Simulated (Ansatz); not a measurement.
Reaction (ligand exchange at the Si–C bond): `[CH3][Al]1[O][CH]1[SiH3]` + `[OH][Al]([F])[F]` → `[F][Al]([F])[O][SiH3]` + `[CH3][Al]1[CH2][O]1`

Gas-phase electronic energies from Ansatz, PBE0-D4/def2-TZVP geometries. CBS: MP2 limit from def2 TZ/QZ plus the TZ coupled-cluster correction, frozen cores. DFT in def2-TZVPP. B3LYP here is the variant with VWN-RPA as its local correlation; programs differ in this. One conformer a species, not always the lowest.

```json
{"level": "PBE-D4", "ΔE (kJ/mol)": "-84.0", "difference from CCSD(T)/CBS": "16.6"}
{"level": "BLYP-D4", "ΔE (kJ/mol)": "-96.2", "difference from CCSD(T)/CBS": "4.4"}
{"level": "r2SCAN-D4", "ΔE (kJ/mol)": "-97.8", "difference from CCSD(T)/CBS": "2.8"}
{"level": "ωB97X-V", "ΔE (kJ/mol)": "-101.5", "difference from CCSD(T)/CBS": "-0.9"}
{"level": "ωB97M-V", "ΔE (kJ/mol)": "-99.7", "difference from CCSD(T)/CBS": "0.9"}
{"level": "PBE-QIDH", "ΔE (kJ/mol)": "-100.2", "difference from CCSD(T)/CBS": "0.4"}
{"level": "B3LYP", "ΔE (kJ/mol)": "-106.5", "difference from CCSD(T)/CBS": "-5.9"}
{"level": "r2SCAN0", "ΔE (kJ/mol)": "-102.6", "difference from CCSD(T)/CBS": "-2.0"}
{"level": "LC-ωPBE", "ΔE (kJ/mol)": "-99.4", "difference from CCSD(T)/CBS": "1.2"}
{"level": "RPA@PBE/def2-TZVPP", "ΔE (kJ/mol)": "-102.7", "difference from CCSD(T)/CBS": "-2.1"}
{"level": "MP2/def2-SVP", "ΔE (kJ/mol)": "-102.3", "difference from CCSD(T)/CBS": "-1.7"}
{"level": "CCSD/def2-SVP", "ΔE (kJ/mol)": "-105.9", "difference from CCSD(T)/CBS": "-5.3"}
{"level": "MP2/def2-TZVPP", "ΔE (kJ/mol)": "-101.6", "difference from CCSD(T)/CBS": "-1.0"}
{"level": "HF/CBS(def2)", "ΔE (kJ/mol)": "-132.6", "difference from CCSD(T)/CBS": "-32.0"}
{"level": "MP2/CBS(def2)", "ΔE (kJ/mol)": "-100.6", "difference from CCSD(T)/CBS": "0.0"}
{"level": "CCSD/CBS(def2)", "ΔE (kJ/mol)": "-105.6", "difference from CCSD(T)/CBS": "-5.0"}
{"level": "CCSD(T)/CBS", "ΔE (kJ/mol)": "-100.6", "difference from CCSD(T)/CBS": "0"}
```

Largest T1 diagnostic among the species: 0.015.

In def2-TZVPP, CCSD(T) changes the Hartree–Fock value by +28.5 kJ/mol (the triples alone add +5.0 kJ/mol) and MP2 by +28.6 kJ/mol. The D4 term adds +3.8 kJ/mol with B3LYP and +2.0 kJ/mol with PBE0; it sums over pairs of atoms, weighted by their polarisabilities, and B3LYP, whose exchange is more repulsive, gets the larger term.

CCSD(T)/CBS has its own doubt, a few kJ/mol and more with outer-core shells, so smaller differences from it don't rank the levels.
